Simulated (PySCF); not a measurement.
Magnetisability: `C1=C(O[Si](C)(C)C)C=CO1`, C7H12O2Si

Geometry:
```csv
atom,x (Å),y (Å),z (Å)
C1,-2.753,0.330,-0.721
Si2,-1.121,0.107,0.218
C3,-1.100,-1.518,1.219
C4,-0.772,1.577,1.384
O5,-0.046,0.060,-1.029
C6,1.287,-0.080,-1.061
C7,2.188,-0.234,0.029
C8,3.424,-0.335,-0.528
O9,3.357,-0.257,-1.863
C10,2.057,-0.101,-2.190
H11,-2.935,-0.494,-1.403
H12,-3.588,0.379,-0.032
H13,-2.753,1.243,-1.306
H14,-1.877,-1.528,1.976
H15,-1.262,-2.376,0.573
H16,-0.151,-1.671,1.727
H17,0.183,1.475,1.893
H18,-0.745,2.514,0.833
H19,-1.538,1.670,2.147
H20,1.934,-0.261,1.067
H21,4.395,-0.460,-0.090
H22,1.808,-0.020,-3.227
```

Level of theory: GIAO CAM-B3LYP/pcSseg-1 magnetisability, rotational g tensor and spin-rotation constants, non-relativistic, gas phase (PySCF 2.14.0). Geometry: GFN2-xTB.

(1) How diamagnetic is it, and how anisotropic?

(2) Split it along the inertial axes a, b, c into diamagnetic and paramagnetic parts about the centre of mass, with the quadrupole moment.

(3) And the rotational g tensor?

Answers

(1) Isotropic -1766 × 10⁻³⁰ J/T², or -106.4 × 10⁻⁶ cm³/mol; principal values -2114, -1630, -1555 × 10⁻³⁰ J/T², anisotropy 525 × 10⁻³⁰ J/T² (root of half the summed squared differences of the principal values). The susceptibility is in cgs units.

(2) 
```tsv
axis	χ (10⁻⁶ cm³/mol)	diamagnetic (10⁻⁶ cm³/mol)	paramagnetic (10⁻⁶ cm³/mol)	summed x² of all electrons (Å²)	quadrupole Θ (D Å)
a	-97.8	-708.5	610.7	402.7	+0.42
b	-94.0	-1995.6	1901.7	99.3	+3.75
c	-127.3	-2129.8	2002.5	67.7	-4.17
```
Anisotropies 2χaa − χbb − χcc = +25.6 and 2χbb − χaa − χcc = +37.2 × 10⁻⁶ cm³/mol. Θ is traceless in Buckingham's convention.

(3) 
| axis | rotational constant (GHz) | g | nuclear part | electronic part |
| --- | --- | --- | --- | --- |
| a | 2.2911 | -0.0239 | 0.6334 | -0.6573 |
| b | 0.6433 | -0.0085 | 0.5663 | -0.5747 |
| c | 0.6005 | +0.0028 | 0.5678 | -0.5650 |

Asymmetric top; isotopes 12C, 1H, 16O, 28Si; no vibrational averaging.
